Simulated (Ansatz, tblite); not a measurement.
Cost and result up the ladder for the cluster Si4Cl2 (the lowest singlet isomer of a short search) (6 atoms). The state is a singlet with charge 0. Geometry: B3LYP-D4/def2-SVP.

```xyz
6

Si    1.198    0.203    0.514
Si   -1.200   -0.201   -0.511
Si   -0.125    2.011   -0.274
Si    0.125   -2.010    0.269
Cl    1.378    0.893   -1.834
Cl   -1.376   -0.896    1.836
```

Ansatz on 4 threads of Arm Neoverse N1 on a shared host; xTB runs through tblite on one thread. Times are rough, summed over both states, and most runs start from the orbitals of an earlier one. No level here is sound enough to serve as a yardstick. The other state is a doublet.

The xTB rows come from tblite. B3LYP takes the VWN-RPA correlation. The structure comes from a short search, and lower isomers may exist.

Raw xTB energies of ions are shifted by several eV.

```csv
level,functions,wall time,vertical IE (eV),remarks
GFN1-xTB,54,0.027 s,10.74,–
GFN2-xTB,54,0.034 s,10.44,–
PBE-D4/def2-TZVP (with forces),222,16 s,7.96,–
B3LYP-D4/def2-TZVP,222,33 s,8.12,restricted SCF unstable in HF (singlet)
PBE0-D4/def2-TZVP,222,41 s,8.13,restricted SCF unstable in HF (singlet)
```
